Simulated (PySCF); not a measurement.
**Fine-structure interval of Ta⁶⁰⁺ by level of theory**

Ta⁶⁰⁺ [Ne] 3s2 3p1 [3p1/2^1, M_J = 1/2] → Ta⁶⁰⁺ [Ne] 3s2 3p1 [3p3/2^1, M_J = 3/2], as a difference of total energies. Computed with PySCF 2.14 in an uncontracted even-tempered set (18 s from 19 bohr⁻², ratio 2.4; 14 p from 24 bohr⁻², ratio 2.4; 4 d from 81 bohr⁻², ratio 2.6; 4 f from 120 bohr⁻², ratio 2.6), with the two-component X2C-1e Hamiltonian. Correlated levels: 1s2 frozen; the 52 highest virtual spinors dropped. "Screened" scales the spin-orbit matrix elements by Boettger's factors to mimic the two-electron term; Breit and QED terms are absent.

```tsv
method	fine-structure interval (cm⁻¹)
GHF (screened spin-orbit)	2791600
GMP2 (screened spin-orbit)	2785300
GHF (bare spin-orbit)	2878500
```
